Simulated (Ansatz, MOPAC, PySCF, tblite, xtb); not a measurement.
Scan of H₃Ga, singlet: map of symmetric stretch and umbrella angle. Scanned: Ga-H bond length and angle between the Ga-H bonds and the threefold axis (90 = planar).

Computed with: GFN2-xTB, 300 K electronic temperature (tblite); RHF/def2-SVP (PySCF); FCI/def2-SVP = full CI/def2-SVP, cores with 3d frozen run with Ansatz (a first-principles code); RHF/def2-SVP (Ansatz); MP2/def2-SVP = Ansatz with MP2 on RHF/def2-SVP, cores with 3d frozen; CCSD/def2-SVP = Ansatz with CCSD on RHF/def2-SVP, cores with 3d frozen; CCSD(T)/def2-SVP = Ansatz with CCSD(T) on RHF/def2-SVP, cores with 3d frozen; CCSDT/def2-SVP = CCSDT on RHF/def2-SVP, cores with 3d frozen (Ansatz); CCSDT(Q)/def2-SVP = CCSDT(Q) on RHF/def2-SVP, cores with 3d frozen in Ansatz; RKS-PBE/def2-SVP = restricted PBE/def2-SVP (Ansatz); RKS-BLYP/def2-SVP = Ansatz with restricted BLYP/def2-SVP; PM3, restricted, heats of formation (MOPAC); AM1, restricted, heats of formation (MOPAC); GFN1-xTB (xtb); RKS-B3LYP/6-31G* = PySCF with restricted B3LYP/6-31G*, spherical d; RHF/6-31G* = restricted Hartree-Fock/6-31G*, spherical d in PySCF; RHF/LANL2DZ = restricted Hartree-Fock/LANL2DZ, with its core potentials past Ne (PySCF 2.14.0); RKS-B3LYP/3-21G = PySCF with restricted B3LYP/3-21G.

Energies in eV at chosen points (x: Ga-H bond length (Å); y: angle between the Ga-H bonds and the threefold axis (90 = planar) (°)), relative to x = 1.54, y = 90:

| method | (1.61, 110.49) | (1.54, 123) | (1.96, 130) | (1.61, 130) | (1.87, 117.25) | (1.54, 130) | (1.96, 101.12) |
|---|---|---|---|---|---|---|---|
| GFN2-xTB | 0.427 | 1.465 | 2.315 | 2.277 | 1.185 | 2.510 | 1.044 |
| RHF | 0.965 | 2.672 | 5.331 | 3.876 | 2.878 | 4.014 | 2.390 |
| FCI/def2-SVP | 0.828 | 2.376 | 4.301 | 3.362 | 2.396 | 3.558 | 2.007 |
| RHF/def2-SVP | 0.965 | 2.672 | 5.331 | 3.876 | 2.878 | 4.014 | 2.390 |
| MP2/def2-SVP | 0.889 | 2.482 | 4.855 | 3.569 | 2.661 | 3.722 | 2.250 |
| CCSD/def2-SVP | 0.839 | 2.393 | 4.416 | 3.398 | 2.448 | 3.587 | 2.058 |
| CCSD(T)/def2-SVP | 0.831 | 2.378 | 4.331 | 3.368 | 2.411 | 3.562 | 2.024 |
| CCSDT/def2-SVP | 0.828 | 2.375 | 4.302 | 3.360 | 2.397 | 3.556 | 2.010 |
| CCSDT(Q)/def2-SVP | 0.828 | 2.375 | 4.299 | 3.360 | 2.396 | 3.557 | 2.008 |
| RKS-PBE/def2-SVP | 0.802 | 2.307 | 4.239 | 3.299 | 2.287 | 3.472 | 1.875 |
| RKS-BLYP/def2-SVP | 0.794 | 2.322 | 4.147 | 3.318 | 2.221 | 3.506 | 1.790 |
| PM3 | 0.385 | 1.191 | 4.052 | 1.509 | 2.328 | 1.549 | 2.331 |
| AM1 | -1.312 | -1.865 | -0.400 | -1.953 | -0.824 | -1.903 | 1.038 |
| GFN1-xTB | 0.685 | 1.866 | 3.964 | 2.901 | 2.224 | 3.001 | 2.054 |
| RKS-B3LYP/6-31G* | 0.841 | 2.381 | 4.459 | 3.427 | 2.411 | 3.587 | 1.972 |
| RHF/6-31G* | 0.941 | 2.656 | 5.224 | 3.839 | 2.786 | 3.991 | 2.269 |
| RHF/LANL2DZ | 0.948 | 2.620 | 5.207 | 3.801 | 2.796 | 3.935 | 2.301 |
| RKS-B3LYP/3-21G | 0.931 | 2.525 | 4.683 | 3.588 | 2.579 | 3.716 | 2.105 |
